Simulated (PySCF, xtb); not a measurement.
The same groups moved round the core (trisilane hydroxy+amino). Gas-phase values, no solvent. One relaxed conformer stands for each flexible species; it need not be the lowest. Strings in code marks are SMILES.

Quantity: electronic energy of isomers of H9NOSi3 relative to `N[Si@@H](O)[SiH2][SiH3]`, in kcal/mol.

Level 1: r2SCAN-D4/def2-TZVP (PySCF)
Level 2: PBE/6-31G* // r2SCAN-D4/def2-TZVP (PySCF)
Level 3: HF/6-31G* // r2SCAN-D4/def2-TZVP (PySCF)
Level 4: GFN2-xTB (xtb)

```csv
species,level 2,level 3,level 4
`N[Si@@H]([SiH3])[SiH2]O`,7.93,8.74,1.18
`N[SiH2][Si@@H](O)[SiH3]`,7.73,9.01,1.02
`N[SiH2][SiH2][SiH2]O`,8.30,6.86,-0.35
```

### Question
What does level 1 give for each, and how far do the other levels lie from it on average?

### Answer

- `N[Si@@H]([SiH3])[SiH2]O`: 8.20
- `N[SiH2][Si@@H](O)[SiH3]`: 8.60
- `N[SiH2][SiH2][SiH2]O`: 8.07
Mean absolute difference from level 1, which has limits of its own, over these rows (drawn at random from the members that have all these levels): level 2 0.46 kcal/mol, level 3 0.72 kcal/mol, level 4 7.67 kcal/mol.
